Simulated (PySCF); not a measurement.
Correlation energy of P (phosphorus, neutral)

[Ne] 3s1 3p4, high-spin 4P determinant (an excited configuration). All numbers are calculated (PySCF 2.14, no relativity, point nucleus, in dyall-av2z (13s9p2d, 50 functions)). Frozen: [Ne]; 5 electrons correlated; the 16 highest virtual orbitals of each spin left out.

```
  level  correlation energy (mhartree)
   CCSD                        -100.72
    (T)                          -5.05
CCSD(T)                        -105.77
  CCSDT                        -107.00
```

Diagnostics: T1 = 0.035, D1 = 0.1024, largest double amplitude 0.235.

Problem. Is a single reference adequate?

Solution. Not fully. T1 exceeds 0.03, a sign that the reference determinant is poor. A double-excitation amplitude exceeds 0.15, a sign of near-degeneracy.
